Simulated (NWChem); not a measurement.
Molecule: C4H7O2S, doublet; SMILES [CH]1S(CCC1)(=O)=O

```xyz
14

O      0.4685     1.1990     1.3113
S     -0.0208     0.7728    -0.0012
O     -0.3852     1.7740    -0.9981
C     -1.2922    -0.4124     0.2200
C     -0.7959    -1.8011     0.0573
C      0.7449    -1.7371     0.0443
C      1.1325    -0.4515    -0.6701
H     -2.3051    -0.0887     0.4645
H     -1.1729    -2.4690     0.8502
H     -1.1703    -2.2256    -0.8967
H      1.1190    -1.6983     1.0790
H      1.1865    -2.6206    -0.4387
H      0.9552    -0.4888    -1.7557
H      2.1496    -0.0908    -0.4662
```
Atoms are numbered in this order, from 1.

All runs: NWChem. Spin-unrestricted. Geometry: optimised at PBE0/def2-SVP, spin-unrestricted. Not confirmed as a minimum by frequencies. No stability test was run on the SCF state. B3LYP is NWChem's, with the RPA form of VWN correlation. Fermi-contact couplings, non-relativistic, static geometry.

For level BHandHLYP/pcJ-1:

A(iso) 33S atom 2 (MHz): -17.6
A(iso) 13C atom 4 (MHz): 125
A(iso) 13C atom 5 (MHz): -40.1
A(iso) 1H atom 8 (MHz): -76.7

### Question
How do the values read with level B3LYP/pcJ-1 instead?

### Answer
The A(iso) 33S atom 2 (MHz) is -13.7, the A(iso) 13C atom 4 (MHz) is 94 and the A(iso) 13C atom 5 (MHz) is -31.8. The A(iso) 1H atom 8 (MHz) is -62.2.
